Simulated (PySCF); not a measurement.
## Broadened absorption spectrum of chlorobenzene

Chlorobenzene, C6H5Cl.
SMILES: `ClC1=CC=CC=C1`

The calculation used TDDFT PBE0/def2-SVPD, vertical, gas phase, core orbitals frozen in the response (PySCF). Isolated species at its GFN2-xTB geometry, gas phase.

Each state is given a Gaussian of 0.5 eV full width at half maximum, with ε(max) = 2.175×10⁸ f / Δν̃ (Δν̃ the width in cm⁻¹). The width is an assumption, not a result. The curve ends short of the highest state used, and states not computed would add to its high-energy end.

E (eV), ε (L mol⁻¹ cm⁻¹) and a bar:
```
     4.59          0 
     4.65          1 
     4.70          2 
     4.75          4 
     4.81          9 
     4.86         16 
     4.91         26 
     4.96         41 
     5.02         66 
     5.07         92 
     5.12        123 #
     5.18        162 #
     5.23        196 #
     5.28        230 #
     5.33        269 #
     5.39        337 ##
     5.44        431 ##
     5.49        585 ###
     5.55        889 #####
     5.60       1269 #######
     5.65       1777 #########
     5.70       2402 #############
     5.76       3247 #################
     5.81       3948 #####################
     5.86       4554 ########################
     5.92       5031 ##########################
     5.97       5149 ###########################
     6.02       4993 ##########################
     6.07       4596 ########################
     6.13       3914 ####################
     6.18       3311 #################
     6.23       2823 ###############
     6.29       2606 ##############
     6.34       2929 ###############
     6.39       3906 ####################
     6.44       5729 ##############################
```

(1) Where are the band maxima, and which computed states make them?

(2) On this curve, what absorbance would a 10⁻³ mol/L sample give at 254 nm over a 1 cm path?

(3) Coming from long wavelengths, where does ε first pass 100 L mol⁻¹ cm⁻¹?

## Answers

(1) 208 nm (5.97 eV), ε about 5100, made up of S2 (100%) (ε in L mol⁻¹ cm⁻¹; maxima over ε = 5, shares over 10%). At its high-energy end, 6.44 eV, the curve is still rising (ε about 5700, from S4 and S5). The states used: S1 5.34 eV (f 0.0039); S2 5.97 eV (f 0.095); S3 6.46 eV (f 0.0002); S4 6.83 eV (f 0.318); S5 6.93 eV (f 0.586); S6 7.04 eV (f 0.0000).

(2) 254 nm is 4.881 eV, where ε is about 20 L mol⁻¹ cm⁻¹, so A = ε c l ≈ 0.02 (Beer–Lambert, with the gas-phase spectrum and the assumed width).

(3) At about 244 nm (5.08 eV), 0.26 eV below S1.

Time: 21 s wall; peak memory 0.75 GiB. Hardware: an Arm Neoverse V1 with one thread, shared host.
